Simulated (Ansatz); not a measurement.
Isolated molecules relaxed with PBE0-D4/def2-TZVP in Ansatz; ΔE leaves out vibrations. CBS: MP2 limit from def2 TZ/QZ plus the TZ coupled-cluster correction, frozen cores. This one scheme is used for every species. Functionals use def2-TZVPP. B3LYP here is the variant with VWN-RPA as its local correlation; programs differ in this. For Se outer-core shells are correlated without core-valence functions, which leaves a few kJ/mol of doubt a bond. Scalar relativity is left out up to krypton. One conformer a species, not always the lowest.

`B/C=C/[Se][SiH3]` + `BN` → `NB[Se][SiH3]` + `BC=C`  (formal exchange of groups at the Se–C bond)

| level | ΔE (kcal/mol) | difference from CCSD(T)/CBS |
| --- | --- | --- |
| PBE-D4 | -17.6 | 3.3 |
| PBE0-D4 | -19.6 | 1.3 |
| B3LYP-D4 | -18.5 | 2.4 |
| ωB97X-V | -20.4 | 0.5 |
| ωB97M-V | -20.5 | 0.4 |
| B2PLYP | -19.0 | 1.9 |
| r2SCAN | -18.9 | 2.0 |
| PBE0 | -19.6 | 1.3 |
| HF/def2-TZVPP | -22.2 | -1.3 |
| MP2/def2-TZVPP | -19.7 | 1.2 |
| CCSD/def2-TZVPP | -20.8 | 0.1 |
| CCSD(T)/def2-TZVPP | -20.2 | 0.7 |
| HF/def2-QZVPP | -22.1 | -1.2 |
| SCS-MP2/def2-QZVPP | -19.8 | 1.1 |
| HF/CBS(def2) | -22.1 | -1.2 |
| MP2/CBS(def2) | -20.3 | 0.6 |
| CCSD(T)/CBS | -20.9 | 0 |

Largest T1 diagnostic among the species: 0.012.

In def2-TZVPP, CCSD(T) changes the Hartree–Fock value by +2.0 kcal/mol (the triples alone add +0.6 kcal/mol) and MP2 by +2.6 kcal/mol. From PBE to PBE0 (25 % exact exchange), in def2-TZVPP and without D4, ΔE moves by −2.1 kcal/mol.
